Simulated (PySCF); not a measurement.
## Electron correlation in Gd²⁺ (gadolinium, charge +2)

[Xe] 4f7 5d1, high-spin 9D determinant. Calculation: PySCF 2.14, in cc-pVDZ-X2C (8s7p5d3f1g, 84 functions); the spin-free X2C one-electron Hamiltonian (Gaussian nucleus). Frozen: [Kr] 4d10; 16 electrons correlated.

```
  level  correlation energy (mhartree)
   CCSD                        -395.71
    (T)                          -9.60
CCSD(T)                        -405.31
```

Diagnostics: T1 = 0.0074, D1 = 0.0159, largest double amplitude 0.023.

Problem. Is a single reference adequate?

Solution. Yes, within this model without spin-orbit coupling: T1 lies below 0.03 and no double amplitude reaches 0.07.
